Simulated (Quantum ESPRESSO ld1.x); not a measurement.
Results of a calculation; reference values are marked as such.
Species: Er+. Configuration: [Xe] 4f12 6s1. Level of theory: Dirac Kohn-Sham, revPBE, spin-unpolarised, spherical densities, point nucleus; open shells are shared between the two j in proportion to 2j + 1 (ld1.x of Quantum ESPRESSO 7.5). Some entries of the table are withheld. Estimate them.

orbital,occ.,eigenvalue (hartree),<r^2> (bohr^2),<1/r> (bohr^-1)
1s1/2,2,-2106.3641,0.0005677,77.60
2s1/2,2,-353.8541,(1),18.66
2p1/2,2,-336.9966,0.006330,18.63
2p3/2,4,-303.3018,0.007549,16.15
3s1/2,2,-79.4688,0.05792,6.828
3p1/2,2,-72.0832,0.05361,(2)
3p3/2,4,-65.0056,0.06045,(3)
3d3/2,4,-52.3982,0.04763,5.995
3d5/2,6,-50.8516,0.04952,5.841
4s1/2,2,-15.8689,0.2916,2.855
4p1/2,2,(4),(5),2.745
4p3/2,4,(6),(7),2.527
4d3/2,4,-6.4780,0.3874,2.305
4d5/2,6,-6.1888,0.4024,2.251
5s1/2,2,-2.1452,1.773,1.063
5p1/2,2,-1.3522,2.286,0.9307
5p3/2,4,-1.1555,2.661,0.8532
4f5/2,5.14286,-0.3768,0.9159,1.661
4f7/2,6.85714,-0.3370,0.9762,1.630
6s1/2,1,-0.3280,15.07,0.3441

Answer. 
(1) 2s1/2 <r^2> (bohr^2): 0.008773
(2) 3p1/2 <1/r> (bohr^-1): 6.742
(3) 3p3/2 <1/r> (bohr^-1): 6.110
(4) 4p1/2 eigenvalue (hartree): -12.9188
(5) 4p1/2 <r^2> (bohr^2): 0.3047
(6) 4p3/2 eigenvalue (hartree): -11.3273
(7) 4p3/2 <r^2> (bohr^2): 0.3426
